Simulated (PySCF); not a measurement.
# What a mistake does to a calculation on AlCGeH5Si

These are calculations, not measurements. They come from PySCF 2.14.0, an open-source quantum chemistry program, on an isolated molecule that a program drew, which may never have been made. The molecule is AlCGeH5Si (charge 0, singlet), drawn as the SMILES string `[Al][CH]=[SiH][GeH3]`.

Each row is a Hartree-Fock (HF) and frozen-core CCSD(T) single point in the cc-pV(D+d)Z basis, meant for a local HF minimum. Run 1 is clean. Each other run has one planted mistake out of seven kinds, and not every kind appears here: one electron removed, one electron added, multiplicity raised by two, geometry at a saddle point, minimal basis STO-3G, one bond length entered in bohr, all coordinates scaled. The reference is restricted for singlets and unrestricted otherwise, and also for a bond in bohr. Adding or removing an electron swaps singlet and doublet. Electrons count all cores. HOMO and LUMO are orbital energies over both spins, the gradient is its largest component, and the lowest frequency (negative if imaginary) is given only where the gradient is small. Bond lengths are over the 8 bonds as drawn. T1 is the CCSD diagnostic: over 0.02 (restricted) or 0.045 (unrestricted) a single reference is doubtful. Germanium has the cc-pVDZ-PP basis, with a core potential (ECP10MDF) in place of its 10 inner electrons, and its 3s, 3p and 3d shells are frozen in CCSD(T).

Geometry of the clean run:
```xyz
9
AlCGeH5Si, angstrom
Al   -3.7039    0.6441   -0.7056
C    -1.7580    0.7291   -0.9838
Si   -0.5393    0.6699    0.2124
Ge   -0.9754    0.4637    2.5616
H    -1.3856    0.8248   -2.0092
H     0.9071    0.7416   -0.1017
H    -0.3972    1.6681    3.3105
H    -2.4850    0.3955    2.8031
H    -0.3177   -0.8071    3.1077
```

| run | electrons | basis functions | <S^2> | HOMO (eV) | LUMO (eV) | gradient (hartree/bohr) | lowest frequency (cm^-1) | mean bond (Å) | longest bond (Å) | T1 | HF (hartree) | CCSD(T) (hartree) | mistake |
|---|---|---|---|---|---|---|---|---|---|---|---|---|---|
| 1 | 70 | 108 | 0.000 | -7.54 | 0.99 | 1.4e-05 | 72 | 1.6556 | 2.398 | 0.0155 | -864.94136 | -865.39384 | no fault |
| 2 | 70 | 108 | 2.296 | -5.89 | -0.01 | 3.1e-02 | - | 1.6556 | 2.398 | 0.0442 | -864.88800 | -865.31395 | multiplicity raised by two |
| 3 | 71 | 108 | 1.093 | -0.28 | 5.96 | 3.1e-02 | - | 1.6556 | 2.398 | 0.0511 | -864.93046 | -865.39434 | one electron added |
| 4 | 70 | 108 | 1.365 | -7.77 | 0.75 | 1.4e-02 | - | 1.9223 | 4.532 | 0.0519 | -864.86094 | -865.28467 | one bond length entered in bohr |
| 5 | 70 | 108 | 0.000 | -7.84 | 0.72 | 5.4e-02 | - | 1.8179 | 2.633 | 0.0171 | -864.87868 | -865.34921 | ? |
| 6 | 69 | 108 | 0.785 | -13.47 | -5.50 | 3.0e-02 | - | 1.6556 | 2.398 | 0.0198 | -864.70341 | -865.12003 | ? |

**Which mistake was planted in run 5, and what did it cost?**

The mean and the longest bond both change by the same factor, 1.098, and the gradient is no longer small. So the mistake is: all coordinates scaled. Subtracting run 1 and multiplying by 627.51 kcal/mol a hartree, the energy moved by 39.3 kcal/mol in HF and 28.0 kcal/mol in CCSD(T).

**Which mistake was planted in run 6, and what did it cost?**

It counts 69 electrons, one fewer than the clean run, at the same geometry and basis. So the mistake is: one electron removed. Subtracting run 1 and multiplying by 627.51 kcal/mol a hartree, the energy moved by 149.3 kcal/mol in HF and 171.8 kcal/mol in CCSD(T).

Cautions from the logs. Run 3: T1 is over the limit, so its CCSD(T) energy is less reliable; run 4: T1 is over the limit, so its CCSD(T) energy is less reliable.
